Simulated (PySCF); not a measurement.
**[La(NH3)3]3+: from a saddle point downhill**

PySCF 2.14.0, RKS BP86, La lcecp-1-SVP with ECP46, N def2-SVP, H def2-SVP; non-relativistic Hamiltonian with scalar-relativistic core potentials where named; density fitting; no spin-orbit coupling. Relaxed within the symmetry of its start, the geometry (C3h) is

```xyz
13

La    0.0000    0.0000    0.0000
N     2.5763    0.0012    0.0000
H     3.0289   -0.4721    0.8158
H     3.0289   -0.4721   -0.8158
H     3.0297    0.9434    0.0000
N    -1.2893    2.2306    0.0000
H    -1.1056    2.8591    0.8158
H    -1.1056    2.8591   -0.8158
H    -2.3318    2.1521    0.0000
N    -1.2871   -2.2318    0.0000
H    -1.9233   -2.3871    0.8158
H    -1.9233   -2.3871   -0.8158
H    -0.6979   -3.0955    0.0000
```

and its lowest harmonic modes are -65, -64, -64, -37, 82, 82 cm⁻¹ (negative: unstable). It was moved along the lowest mode and relaxed again, within the group C3 that the move left.

Problem. Where does it end, and how much lower?

Solution. In C3, 0.000 eV lower, after 3 steps:
```xyz
13

La    0.0000    0.0000    0.0084
N     2.5774    0.0009   -0.0055
H     3.0323   -0.2517    0.9023
H     3.0279   -0.6622   -0.6774
H     3.0297    0.9134   -0.2424
N    -1.2895    2.2317   -0.0055
H    -1.2981    2.7519    0.9023
H    -0.9404    2.9533   -0.6774
H    -2.3059    2.1671   -0.2424
N    -1.2879   -2.2326   -0.0055
H    -1.7342   -2.5002    0.9023
H    -2.0874   -2.2911   -0.6774
H    -0.7239   -3.0805   -0.2424
```

Problem. How do the contacts change?

Solution. 
```tsv
contact	saddle (Å)	end (Å)
La1–N2 (NH3)	2.576	2.577
La1–N6 (NH3)	2.576	2.577
La1–N10 (NH3)	2.576	2.577
```


Problem. Is the end a minimum?

Solution. Probably not: 4 of the modes stay unstable (below −25 cm⁻¹), though so soft as to be near the noise; lowest modes -54, -53, -53, -35, 83, 83 cm⁻¹.

State: singlet in the valence, with the 4f electrons in the core potential.
